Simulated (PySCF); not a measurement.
## Shifts of the heteroatoms

Cartesian coordinates in Å; atom numbers follow the order of the lines, from 1:
```xyz
17

O     3.695   -0.567   -1.045
C     3.029    0.052   -0.289
F     3.634    0.908    0.583
C     1.567    0.045   -0.132
C     0.828   -0.792   -0.969
C    -0.548   -0.832   -0.865
C    -1.183   -0.030    0.076
C    -2.682   -0.089    0.210
F    -3.209    1.071    0.622
F    -3.292   -0.402   -0.941
F    -3.064   -1.019    1.105
C    -0.455    0.801    0.919
C     0.923    0.840    0.814
H     1.348   -1.400   -1.693
H    -1.131   -1.472   -1.509
H    -0.967    1.414    1.645
H     1.498    1.485    1.460
```

No solvent model, single conformer, non-relativistic, one averaged value for each set of equivalent atoms. Shielding tensors at PBE0/pcSseg-1 (GIAO); GFN2-xTB geometry; PySCF 2.14.

(1) Where does $^{19}$F resonate?

(2) Where does $^{17}$O resonate?

Answers

(1) 
| atoms | environment | σ (ppm) | δ (ppm) |
| --- | --- | --- | --- |
| F3 | fluorine bonded to C | 151.5 | 9.4 |
| F9/F10/F11 | fluorine of a CF3 group | 248.9 | -64.0 |

Shieldings were converted by a linear fit to measured shifts: $^{19}$F: δ = 146.13 − 0.903σ +14.6 on sp3 carbon (rms 6.0 ppm, 223 shifts, 7.0 ppm with the 5 outliers that the fit left out vs CFCl3, solution or neat liquid). Occasional misses reach two or three times the rms, and more in compound classes unlike the fitted ones.

On a 600 MHz spectrometer $^{19}$F resonates near 564.6 MHz, so 1 ppm is 564.6 Hz.

(2) 
| atoms | environment | σ (ppm) | δ (ppm) |
| --- | --- | --- | --- |
| O1 | carbonyl oxygen | -99.9 | 357.7 |

Shieldings were converted by a linear fit to measured shifts: $^{17}$O: δ = 266.70 − 0.911σ (rms 10.7 ppm, 155 shifts, 12.2 ppm with the 3 outliers that the fit left out vs liquid water, solution or neat liquid). A few per cent of atoms miss by over 2 rms, more outside the fitted compound classes.

On a 300 MHz spectrometer $^{17}$O resonates near 40.7 MHz, so 1 ppm is 40.7 Hz.
